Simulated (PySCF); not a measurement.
**WF4 at several levels of theory**

Computed with PySCF 2.14.0 (density fitting, no spin-orbit coupling) at the geometry relaxed with PBE0:

```xyz
5
WF4 (singlet)
W     0.0000    0.0000    0.0000
F     1.7980    0.0000    0.3536
F     0.0000    1.7980   -0.3536
F    -1.7980    0.0000    0.3536
F     0.0000   -1.7980   -0.3536
```

```csv
level,basis,state,HOMO (eV),gap (eV),charge on W1 (e),dipole about the centre of mass (D),largest force component (eV/Å)
PBE0,"W def2-SVP with ECP60, F def2-SVP",singlet,-7.30,3.88,1.21,0.00,0.00
BLYP,the same,singlet,-5.66,1.50,0.94,0.00,0.90
PBE0,"W def2-TZVP with ECP60, F def2-TZVP",singlet,-7.26,3.85,1.32,0.00,0.27
PBE0,"W x2c-SVPall, F x2c-SVPall",singlet,-7.64,3.81,1.14,0.00,0.71
```

Charges are Mulliken's, which hang on the basis. The relaxation used the grid (50, 194), these runs (75, 302) or, all-electron (x2c bases, spin-free X2C Hamiltonian), (99, 590).

A further run in the first row's basis gives HOMO (eV) -5.85, gap (eV) 1.44, charge on W1 (e) 0.95, dipole about the centre of mass (D) 0.00, largest force component (eV/Å) 0.56. Which level was it?
A. CAM-B3LYP
B. B3LYP
C. BP86

C. The others give HOMO -8.73 eV (CAM-B3LYP); -7.06 eV (B3LYP).

In the first row's basis the gap widens with exact exchange: 1.4 to 1.5 eV for BP86, BLYP (none); 3.4 to 3.9 eV for B3LYP, PBE0 (a fixed share); 6.6 eV for CAM-B3LYP (rising or full at long range).
